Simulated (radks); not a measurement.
The numbers below are computed, except where a source is named.
Correlation energies from several functionals, in hartree. Species: Tc13+ [Ar] 3d10 4s2; Ti10+ [Ne] 3s2. Code: a radial shooting solver on a logarithmic mesh with Libxc functionals. Model: non-relativistic Kohn-Sham, PBE, spin-polarised, spherical densities, point nucleus. Every spin shell is full or empty, so the densities are truly spherical. Functionals are evaluated on that one density, not self-consistently.

functional    Tc13+     Ti10+
PW92        -3.1759   -1.1667
VWN5        -3.1898   -1.1722
Wigner      -1.6416  -0.64864
Chachiyo    -3.1408   -1.1512
PBE         -1.5975  -0.47328
P86         -1.8610  -0.58039
PW91        -1.7637  -0.54258
AM05        -2.9408   -1.0531
OP (B88)    -1.5564  -0.54324
TPSS        -1.6017  -0.47821
revTPSS     -1.6185  -0.48774
SCAN        -1.6048  -0.48503
r2SCAN      -1.6180  -0.49003
B95         -2.0593  -0.63433
Tao-Mo      -1.5357  -0.43476
